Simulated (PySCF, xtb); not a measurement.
C3H3Cl3, SMILES ClC(C)=C(Cl)Cl.

Harmonic wavenumbers (cm⁻¹) from GFN2-xTB (xtb) at its own minimum, in rising order: 88, 111, 158, 240, 292, 312, 339, 431, 509, 721, 825, 1028, 1031, 1114, 1388, 1443, 1452, 1643, 3014, 3027, 3064.

Question: What does PBE0-D3(BJ)/def2-SVP in PySCF 2.14.0 give at its own minimum? (The exact figures need the calculation; the answer reports its results.)

Answer: 116, 145, 196, 278, 299, 347, 381, 531, 534, 786, 959, 1040, 1046, 1168, 1391, 1445, 1446, 1707, 3064, 3148, 3202. Paired by order, the mean absolute difference is 48 cm⁻¹ and the zero-point energies are 31.8 and 33.2 kcal/mol.
